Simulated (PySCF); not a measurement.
CaF: one state, many levels of theory

State: ²Σ⁺ (doublet), unpaired electrons σ ↑. Set-up: Ca def2-TZVP, F def2-TZVP; no relativity (PySCF 2.14). De refers to Ca + F in their high-spin ground configurations, without counterpoise correction. The functionals are run spin-unrestricted. A positive dipole means Ca(−)F(+).

```csv
Level,Re (Å),ωe (cm⁻¹),De (eV),μ (D),"CPU s a point (SCF and correlation, without the integrals)"
UHF,1.992,578,4.07,-3.04,0.45
UHF-MP2,1.990,569,5.50,n/a,0.89
UHF-SCS-MP2,1.995,567,5.26,n/a,n/a
UHF-CCSD,1.991,572,4.97,n/a,n/a
UHF-CCSD(T),1.990,572,5.06,n/a,42
LDA,1.916,621,6.62,-2.99,0.9
PBE,1.951,586,5.91,-2.85,1.4
PBEsol,1.934,602,6.17,-2.81,0.89
BP86,1.952,586,5.87,-3.00,0.87
r²SCAN,1.949,597,5.94,-2.93,2
PBE0,1.950,594,5.54,-2.91,2.2
HSE06,1.951,594,5.54,-3.01,1.9
```

The bond length runs from 1.916 Å (LDA) to 1.995 Å (UHF-SCS-MP2). De spans 4.07 eV (UHF, mean field) to 6.62 eV (LDA, local density). Correlation at CCSD(T) changes the Hartree–Fock bond energy by +0.99 eV; the triples alone change it by +0.09 eV.

Correlated steps freeze 6 core orbitals. The state is the lowest determinant that a PBE0 search found; another state may lie lower at other levels.

The whole job (state search and all levels along the bond) took about 8.4 min on 1 thread of Arm Neoverse N1 (shared host), peak memory 1.2 GiB.
